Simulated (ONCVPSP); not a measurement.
## Plane-wave convergence, ONCV potential for oxygen

O, optimised norm-conserving Vanderbilt (ONCV), made with ONCVPSP 4.0.1 (PBEsol, scalar-relativistic). Core [He], reference 2s2 2p2 (charge +2). Waves: 2s: rc 0.60 bohr, ncon 4, nbas 8, qcut 13.8 1/bohr, 1 projector; 2p: rc 1.45 bohr, ncon 3, nbas 7, qcut 13 1/bohr, 1 projector; d scattering state at 0.18 Ha: rc 1.45 bohr, ncon 4, nbas 9, qcut 6.1 1/bohr, 2 projectors, debl 1.4 Ha. Local part: polynomial inside 0.55 bohr (lpopt 5, dvloc0 0 Ha). Core correction: polynomial model core, fcfact 0.7.

Question: For each optimised wave give the share of its norm inside rc, the residual kinetic energy above qcut (Ha) and the cutoffs (Ha) for errors of 10, 1, 0.1 and 0.01 mHa per electron.

Answer:

| wave | norm inside rc | residual KE | 10 mHa | 1 mHa | 0.1 mHa | 0.01 mHa |
| --- | --- | --- | --- | --- | --- | --- |
| 2s | 0.138 | 9.3e-04 | 30.1 | 94.4 | 444.1 | 549.9 |
| 2p | 0.833 | 6.5e-11 | 31.6 | 41.8 | 50.5 | 58.3 |
| d projector 1 | 0.063 | 1.2e-04 | 7.3 | 13.3 | 19.5 | 104.3 |
| d projector 2 | 0.100 | 7.0e-04 | 11.7 | 17.8 | 24.5 | 69.1 |

The occupied waves need 94 Ha and 444 Ha for 1 and 0.1 mHa.
